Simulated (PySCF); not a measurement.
PySCF input for BrGe, SMILES [Ge][Br] (connectivity only; charge and spin as stated), charge +1, multiplicity 1, ADC(2)/aug-cc-pVDZ. Geometry: B3LYP-D3(BJ)/def2-TZVP. The multiplicity is an assumed one; other spin states were not compared.

```python
import numpy as np
from pyscf import gto, scf, dft, adc

mol = gto.M(
    atom='''
    Ge    0.00000000    0.00000000   -1.16137466
    Br    0.00000000    0.00000000    1.06182827
    ''',
    basis='aug-cc-pVDZ',
    charge=1,
    spin=0,
    max_memory=1600,
    verbose=4,
)
mf = scf.RHF(mol)
mf.conv_tol = 1e-10
mf.max_cycle = 100
mf.kernel()
res = {}
for kind, nroots in (('ee', 6), ('ip', 6), ('ea', 2)):
    a = adc.ADC(mf).density_fit('aug-cc-pvdz-ri')
    a.method, a.method_type = 'adc(2)', kind
    e, v, p, x = a.kernel(nroots=nroots)
    res[kind] = (e * 27.211386245988, p)
for kind, (e, p) in res.items():
    print(kind, 'energies / eV', np.round(e, 3), 'strengths', np.round(p, 4))
```

Program output:

```
PySCF version 2.14.0

[INPUT] verbose = 4
[INPUT] num. atoms = 2
[INPUT] num. electrons = 66
[INPUT] charge = 1
[INPUT] spin (= nelec alpha-beta = 2S) = 0
[INPUT] symmetry False subgroup None
[INPUT] Mole.unit = angstrom
[INPUT] Symbol           X                Y                Z      unit          X                Y                Z       unit  Magmom
[INPUT]  1 Ge     0.000000000000   0.000000000000  -1.161374660000 AA    0.000000000000   0.000000000000  -2.194680035410 Bohr   0.0
[INPUT]  2 Br     0.000000000000   0.000000000000   1.061828270000 AA    0.000000000000   0.000000000000   2.006564621621 Bohr   0.0

nuclear repulsion = 266.587664235581
number of shells = 18
number of NR pGTOs = 172
number of NR cGTOs = 72
basis = aug-cc-pVDZ
ecp = {}


[settings echo left out]
init E= -4646.08680377877
  HOMO = -0.33258258246046  LUMO = -0.0482624007535528  gap/eV = 7.73675
cycle= 1 E= -4647.42446057086  delta_E= -1.34  |g|= 0.354  |ddm|= 1.13
  HOMO = -0.641486697428512  LUMO = -0.294638376540643  gap/eV = 9.43822
cycle= 2 E= -4647.47428732644  delta_E= -0.0498  |g|= 0.199  |ddm|= 0.719
  HOMO = -0.663640530255504  LUMO = -0.242443611453783  gap/eV = 11.46135
cycle= 3 E= -4647.48733652163  delta_E= -0.013  |g|= 0.0291  |ddm|= 0.218
  HOMO = -0.655383066429959  LUMO = -0.232156266558198  gap/eV = 11.51659
cycle= 4 E= -4647.48771399715  delta_E= -0.000377  |g|= 0.00808  |ddm|= 0.0541
  HOMO = -0.655982435523346  LUMO = -0.231176352789176  gap/eV = 11.55956
cycle= 5 E= -4647.48776426531  delta_E= -5.03e-05  |g|= 0.00252  |ddm|= 0.0199
  HOMO = -0.656043451039005  LUMO = -0.231458311167635  gap/eV = 11.55355
cycle= 6 E= -4647.48777202858  delta_E= -7.76e-06  |g|= 0.000776  |ddm|= 0.00875
  HOMO = -0.656040289892216  LUMO = -0.231492914711313  gap/eV = 11.55252
cycle= 7 E= -4647.48777295429  delta_E= -9.26e-07  |g|= 0.000168  |ddm|= 0.00321
  HOMO = -0.656002647183634  LUMO = -0.23149106235218  gap/eV = 11.55155
cycle= 8 E= -4647.48777299243  delta_E= -3.81e-08  |g|= 2.61e-05  |ddm|= 0.000645
  HOMO = -0.655993091310598  LUMO = -0.231488524170892  gap/eV = 11.55136
cycle= 9 E= -4647.48777299296  delta_E= -5.24e-10  |g|= 3.19e-06  |ddm|= 6.48e-05
  HOMO = -0.655993234520724  LUMO = -0.231488175620803  gap/eV = 11.55137
cycle= 10 E= -4647.48777299296  delta_E= -7.28e-12  |g|= 6.75e-07  |ddm|= 8.69e-06
  HOMO = -0.65599328970547  LUMO = -0.231488157459314  gap/eV = 11.55137
Extra cycle  E= -4647.48777299297  delta_E= -7.28e-12  |g|= 2.5e-07  |ddm|= 1.08e-06
converged SCF energy = -4647.48777299297

******** <class 'pyscf.adc.radc.RADC'> ********
******** ADC Orbital Information ********
Number of Frozen Occupied Orbitals: 0
Number of Frozen Virtual Orbitals: 0
Number of Active Occupied Orbitals: 33
Number of Active Virtual Orbitals: 39
*****************************************
******** <class 'pyscf.df.df.DF'> ********
auxbasis = aug-cc-pvdz-ri
Reference correlation energy (doubles): -0.23154124
MP2 correlation energy of reference state (a.u.) = -0.23154124

******** <class 'pyscf.adc.radc_ee.RADCEE'> ********
max_space = 12
max_cycle = 50
conv_tol = 1e-08

*************************************************************
        ADC calculation summary (singlet states only)
*************************************************************
adc(2) root 0  |  Energy (Eh) =   0.1658873219  |  Energy (eV) =   4.51402395  |  Osc. strength = 0.00000000  |  conv = True
adc(2) root 1  |  Energy (Eh) =   0.1658873219  |  Energy (eV) =   4.51402395  |  Osc. strength = 0.00000000  |  conv = True
adc(2) root 2  |  Energy (Eh) =   0.1666126663  |  Energy (eV) =   4.53376158  |  Osc. strength = 0.00000000  |  conv = True
adc(2) root 3  |  Energy (Eh) =   0.1757722994  |  Energy (eV) =   4.78300789  |  Osc. strength = 0.02366587  |  conv = True
adc(2) root 4  |  Energy (Eh) =   0.1757722994  |  Energy (eV) =   4.78300789  |  Osc. strength = 0.02366587  |  conv = True
adc(2) root 5  |  Energy (Eh) =   0.1883075126  |  Energy (eV) =   5.12410842  |  Osc. strength = 0.23015434  |  conv = True

******** <class 'pyscf.adc.radc.RADC'> ********
******** ADC Orbital Information ********
Number of Frozen Occupied Orbitals: 0
Number of Frozen Virtual Orbitals: 0
Number of Active Occupied Orbitals: 33
Number of Active Virtual Orbitals: 39
*****************************************
******** <class 'pyscf.df.df.DF'> ********
auxbasis = aug-cc-pvdz-ri
Reference correlation energy (doubles): -0.23154124
MP2 correlation energy of reference state (a.u.) = -0.23154124

******** <class 'pyscf.adc.radc_ip.RADCIP'> ********
max_space = 12
max_cycle = 50
conv_tol = 1e-08

*************************************************************
        ADC calculation summary (doublet states only)
*************************************************************
adc(2) root 0  |  Energy (Eh) =   0.6318244795  |  Energy (eV) =  17.19281981  |  Spec. factor = 1.80113103  |  conv = True
adc(2) root 1  |  Energy (Eh) =   0.6318244795  |  Energy (eV) =  17.19281981  |  Spec. factor = 1.80113103  |  conv = True
adc(2) root 2  |  Energy (Eh) =   0.6435512423  |  Energy (eV) =  17.51192128  |  Spec. factor = 1.84812490  |  conv = True
adc(2) root 3  |  Energy (Eh) =   0.8312338840  |  Energy (eV) =  22.61902609  |  Spec. factor = 1.70562185  |  conv = True
adc(2) root 4  |  Energy (Eh) =   1.0804561925  |  Energy (eV) =  29.40071053  |  Spec. factor = 0.00281939  |  conv = True
adc(2) root 5  |  Energy (Eh) =   1.0804561925  |  Energy (eV) =  29.40071053  |  Spec. factor = 0.00281939  |  conv = True

******** <class 'pyscf.adc.radc.RADC'> ********
******** ADC Orbital Information ********
Number of Frozen Occupied Orbitals: 0
Number of Frozen Virtual Orbitals: 0
Number of Active Occupied Orbitals: 33
Number of Active Virtual Orbitals: 39
*****************************************
******** <class 'pyscf.df.df.DF'> ********
auxbasis = aug-cc-pvdz-ri
Reference correlation energy (doubles): -0.23154124
MP2 correlation energy of reference state (a.u.) = -0.23154124

******** <class 'pyscf.adc.radc_ea.RADCEA'> ********
max_space = 12
max_cycle = 50
conv_tol = 1e-08

*************************************************************
        ADC calculation summary (doublet states only)
*************************************************************
adc(2) root 0  |  Energy (Eh) =  -0.2652083850  |  Energy (eV) =  -7.21668774  |  Spec. factor = 1.87880335  |  conv = True
adc(2) root 1  |  Energy (Eh) =  -0.2652083850  |  Energy (eV) =  -7.21668774  |  Spec. factor = 1.87880335  |  conv = True
ee energies / eV [4.514 4.514 4.534 4.783 4.783 5.124] strengths [0.     0.     0.     0.0237 0.0237 0.2302]
ip energies / eV [17.193 17.193 17.512 22.619 29.401 29.401] strengths [1.8011 1.8011 1.8481 1.7056 0.0028 0.0028]
ea energies / eV [-7.217 -7.217] strengths [1.8788 1.8788]
```

The run converged.
